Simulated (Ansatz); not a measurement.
Relaxation of C$_{3}$H$_{7}$BO (12 atoms, charge 0, multiplicity 1), to a largest force component of 0.015 eV/Å in at most 40 steps.

Computed with Ansatz 0.2.0, RKS PBE-D4/STO-3G.

```xyz
12
Properties=species:S:1:pos:R:3:forces:R:3
B -0.585 1.799 1.258 -2.05 1.33 -1.48
C -0.429 0.750 0.141 -1.26 2.82 1.74
C 0.481 -0.193 0.251 3.09 -1.92 2.76
C 0.792 -1.222 -0.804 2.01 2.40 -0.79
O 1.013 -0.476 -2.052 -4.20 -1.16 -1.87
H 0.038 1.870 2.218 0.83 -0.33 0.81
H -1.443 2.669 1.113 0.86 -0.93 0.19
H -1.026 0.799 -0.742 -0.98 -0.05 -1.36
H 1.167 -0.197 1.180 -0.93 -0.06 -1.19
H 1.710 -1.731 -0.561 0.96 -1.40 0.70
H -0.026 -1.866 -0.978 -1.88 -1.80 -0.40
H 1.919 -0.134 -2.020 3.54 1.11 0.89
```

Question: Where does it end, and by what steps?

Answer: The forces met the threshold. Limits of this set-up: minimal basis. After 21 steps the energy has fallen by 0.769 eV; H12 moved furthest, 0.72 Å.

```csv
step,energy less start (eV),largest force component (eV/Å),accepted
0,0.0000,4.203,yes
1,-0.6496,0.477,yes
2,-0.6010,0.988,no
3,-0.6893,0.262,yes
4,-0.7018,0.356,yes
5,-0.7032,0.225,yes
6,-0.7077,0.075,yes
7,-0.7096,0.037,yes
8,-0.7152,0.184,yes
9,-0.7174,0.457,yes
10,-0.7300,0.309,yes
11,-0.7447,0.131,yes
12,-0.7494,0.206,yes
13,-0.7528,0.345,yes
14,-0.7192,0.595,no
15,-0.7665,0.113,yes
16,-0.7649,0.320,no
17,-0.7679,0.048,yes
18,-0.7689,0.056,yes
19,-0.7691,0.043,yes
20,-0.7692,0.016,yes
21,-0.7692,0.007,yes
```

```xyz
12
Properties=species:S:1:pos:R:3
B -0.602 1.862 1.243
C -0.203 0.930 0.099
C 0.479 -0.235 0.322
C 0.910 -1.219 -0.796
O 0.653 -0.752 -2.163
H -0.271 1.601 2.347
H -1.237 2.836 1.044
H -0.468 1.135 -0.957
H 0.776 -0.525 1.352
H 1.989 -1.489 -0.615
H 0.324 -2.166 -0.677
H 1.260 0.090 -2.194
```

Whether the end is a true minimum wasn't checked by a vibrational analysis.

Time of the run: 47 s on 1 thread of Intel(R) Xeon(R) Platinum 8275CL CPU @ 3.00GHz (Skylake/Cascade Lake), with other jobs on the host, peak memory 0.14 GiB.
